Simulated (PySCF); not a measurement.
O3Se, SMILES O=[Se+2]([O-])[O-]. Geometry: PBE-D3(BJ)/def2-SVP.

Computed equilibrium geometry at PBE-D3(BJ)/def2-SVP (PySCF confirms it by a frequency run) as Cartesian coordinates in Å, and its point group:
point group D3h.
```xyz
4

Se     0.0000     0.0000     0.0000
O      1.6242     0.0000     0.0000
O     -0.8121     1.4066     0.0000
O     -0.8121    -1.4066     0.0000
```
Charge 0, spin multiplicity 1.
